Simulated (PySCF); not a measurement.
Compound: C₇H₆FO₂ (doublet state).
Z-matrix (Å and degrees, GFN2-xTB geometry), rows numbered from 1:
```
C 
C   1  1.4739
C   2  1.3847  1  126.60
C   3  1.4002  2  125.81  1    -0.53
C   4  1.4309  3  123.45  2  -179.39
O   5  1.2088  4  125.62  3   179.62
O   5  1.3913  4  116.94  3    -0.39
C   7  1.3362  5  120.80  4     0.20
C   8  1.3413  7  123.16  5     0.04
F   9  1.3489  3  118.81  2    -0.26
H   1  1.0849  2  112.89  3    -7.61
H   1  1.0928  2  109.53  3   113.77
H   1  1.0911  2  109.77  3  -129.82
H   2  1.0812  1  116.20  3  -179.31
H   4  1.0769  3  121.35  2     0.17
H   8  1.0807  7  113.57  5   179.89
```

The hyperfine couplings belong to this conformer and change with its torsions.

Identity: `[CH](c1c(F)coc(=O)c1)C` [radical].

Computed, not measured: UKS B3LYP, pcH-1 on C F H O, non-relativistic, mean-field spin-orbit, GIAO in PySCF 2.14.0. Geometry: GFN2-xTB, one conformer, isolated molecule. The geometry wasn't refined by DFT: couplings that depend on bond lengths, twists or pyramidal angles can differ widely from those at the functional's own minimum. Stability of the SCF solution: not tested. ⟨S²⟩ is 0.778 where a pure state has 0.75.

Task: The isotropic 13C couplings are +54.1, -41.6, +41.0, -26.9, -20.9, +8.9, -7.0 MHz. Assign them to C1; C2; C3; C4; C5; C8; C9.

Result: 
```
site  a_iso (MHz)  ρ(0) (bohr⁻³)                 position  distance from C2 (Å)  spin population  largest |T| (MHz)
  C1        -20.9        -0.0186           1 bond from C2                  1.47            -0.05                1.8
  C2        +54.1        +0.0481  largest spin population                  0.00            +0.65              102.7
  C3        -41.6        -0.0370           1 bond from C2                  1.38            -0.19               19.4
  C4        +41.0        +0.0365         a main spin site                  2.48            +0.51               78.8
  C5        -26.9        -0.0239           1 bond from C4                  3.79            -0.05                5.5
  C8         -7.0        -0.0062          3 bonds from C4                  3.69            -0.06               10.9
  C9         +8.9        +0.0079          2 bonds from C4                  2.46            +0.04                5.7
```

Task: Match the computed a_iso(17O) values -8.2, +1.4 MHz with the sites O6; O7.

Result: 
```csv
site,a_iso (MHz),ρ(0) (bohr⁻³),position,distance from C2 (Å),spin population,largest |T| (MHz)
O6,-8.2,+0.0135,2 bonds from C4,4.82,+0.12,38.0
O7,+1.4,-0.0023,2 bonds from C4,4.22,+0.01,3.5
```

Task: Match the computed a_iso(1H) values +48.7, -41.7, -31.7, +4.2 MHz (means over equivalent nuclei) with the sites H11/H12/H13; H14; H15; H16.

Result: 
| site | a_iso (MHz) | ρ(0) (bohr⁻³) | position | distance from C2 (Å) | bound to | spin population there | largest \|T\| (MHz) |
| --- | --- | --- | --- | --- | --- | --- | --- |
| H11/H12/H13 | +48.7 | +0.0109 | 2 bonds from C2 | 2.12 | C1 | -0.05 | 5.6 |
| H14 | -41.7 | -0.0093 | 1 bond from C2 | 1.08 | C2 | +0.65 | 25.6 |
| H15 | -31.7 | -0.0071 | 1 bond from C4 | 2.78 | C4 | +0.51 | 17.8 |
| H16 | +4.2 | +0.0009 | 4 bonds from C4 | 4.59 | C8 | -0.06 | 1.8 |

ρ(0) is the spin density at the nucleus and T the dipolar tensor; entries for several nuclei are means. Largest spin populations (Mulliken): C2 (+0.65), C4 (+0.51), C3 (-0.19) and O6 (+0.12). The angles at C2 add up to 360.0°, so it is planar; its axial dipolar tensor and the negative coupling of its proton fit spin in a p orbital normal to that plane. Main spin sites, with 60 % or more of the largest population: C2, C4; positions count bonds from the nearest.

Examples of negative spin density at the nucleus (bohr⁻³): C3 (-0.0370), C5 (-0.0239) and C1 (-0.0186).

Means are taken over nuclei equivalent by connectivity, which assumes that they swap fast. The three 1H nuclei of mean +48.7 MHz run from 2.9 to 82.4 MHz in the frozen geometry.

On one thread of an Arm Neoverse V1, shared host with 32 logical CPUs at a one-minute load of 12, this took 1.8 min of wall time (with the writing of density and orbital grids) and 1.1 GiB of memory at its peak.
